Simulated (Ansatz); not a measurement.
Z-matrix (Å, degrees):
```
C
In 1 2.247
H 1 1.096 2 109.4
H 1 1.096 2 112.1 3 119.2
H 1 1.096 2 112.2 3 -119.2
H 2 2.692 1 85.0 3 -179.8
Ge 6 1.547 2 131.6 1 -4.4
H 7 1.535 6 108.1 2 -178.6
H 7 1.532 6 108.8 2 -59.0
H 7 1.532 6 109.1 2 61.6
```

Charge 0, multiplicity 1. In: def2 effective core potential. The bonds changed during the relaxation, so this is another structure than the one it started from.

List the PBE0/def2-TZVPP orbital energies in eV (Ansatz). (Estimate.)

The calculation gave: Occupied: -10860.09, -1358.38, -1208.19, -1208.18, -1208.18, -276.92, -171.09, -127.54, -120.89, -120.87, -120.86, -83.93, -83.92, -83.59, -33.72, -33.71, -33.70, -33.64, -33.64, -20.59, -20.58, -20.41, -20.30, -20.29, -18.11, -15.95, -10.52, -10.45, -10.35, -9.84, -9.77, -9.10, -5.34. Lowest empty: -1.43, -1.25, 0.51, 0.87, 1.24, 1.34, 1.53, 2.25.
